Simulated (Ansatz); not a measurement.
SiPt₂. Total charge 0; singlet. Geometry PBE0-D4/def2-TZVP.

| atom | x (Å) | y (Å) | z (Å) |
| --- | --- | --- | --- |
| Pt1 | -0.102 | 0.246 | -1.362 |
| Pt2 | 0.951 | -0.766 | 0.659 |
| Si3 | -0.850 | 0.519 | 0.703 |

In the def2 sets Pt takes a core potential; there is no spin–orbit coupling. The restricted singlet is unstable towards broken spin symmetry in Hartree–Fock (as tested in another run); at HF/def2-TZVP, PBE-D4/def2-TZVP, r2SCAN-D4/def2-TZVP, PBE0-D4/def2-TZVP this wasn't settled. Another isomer (singlet) lies 0.31 eV lower at PBE0-D4/def2-TZVP; other spin states weren't run for this one.

Question: Estimate the orbital energies around the gap (eV) in Ansatz with HF/def2-TZVP, PBE-D4/def2-TZVP, r2SCAN-D4/def2-TZVP, PBE0-D4/def2-TZVP.

Answer: 
| orbital | HF/def2-TZVP | PBE-D4/def2-TZVP | r2SCAN-D4/def2-TZVP | PBE0-D4/def2-TZVP |
| --- | --- | --- | --- | --- |
| HOMO−9 | -12.06 | -7.79 | -8.03 | -9.03 |
| HOMO−8 | -11.35 | -7.72 | -7.95 | -8.74 |
| HOMO−7 | -11.07 | -7.59 | -7.82 | -8.70 |
| HOMO−6 | -10.70 | -6.43 | -6.65 | -7.68 |
| HOMO−5 | -9.93 | -6.08 | -6.28 | -7.26 |
| HOMO−4 | -9.80 | -6.00 | -6.18 | -7.12 |
| HOMO−3 | -9.71 | -5.82 | -6.01 | -6.93 |
| HOMO−2 | -9.18 | -5.58 | -5.68 | -6.43 |
| HOMO−1 | -9.00 | -5.25 | -5.45 | -6.35 |
| HOMO | -7.40 | -5.17 | -5.35 | -6.23 |
| LUMO | 0.11 | -4.33 | -4.16 | -3.33 |
| LUMO+1 | 0.56 | -3.21 | -3.11 | -2.44 |
| LUMO+2 | 1.27 | -2.07 | -1.82 | -1.33 |
| LUMO+3 | 1.88 | -1.94 | -1.73 | -1.11 |
| LUMO+4 | 2.60 | -0.75 | -0.44 | 0.02 |
| LUMO+5 | 3.42 | -0.05 | 0.26 | 0.72 |
